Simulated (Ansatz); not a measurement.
F2Se (SMILES F[Se]F) moved off its minimum; all values from Ansatz (a first-principles code), cores frozen in correlated methods.
(charge 0, multiplicity 1)
```xyz
3

Se     0.0872    -0.0403     0.3637
F      0.5706     1.1759    -0.7157
F     -0.7916    -1.0663    -0.7444
```

Forces at B3LYP/def2-TZVPP (eV/Å):

| atom | Fx | Fy | Fz |
|---|---|---|---|
| Se1 | -0.345 | -1.056 | 1.256 |
| F2 | 0.366 | 1.023 | -1.083 |
| F3 | -0.020 | 0.033 | -0.172 |

### Question
Give the forces (eV/Å), the total energy and the dipole at CCSD(T)/aug-cc-pVTZ.

### Answer

```csv
atom,Fx,Fy,Fz
Se1,-0.395,-1.041,1.006
F2,0.264,0.810,-0.964
F3,0.130,0.232,-0.041
```
Energy -2599.5093 hartree, dipole 1.76 D.
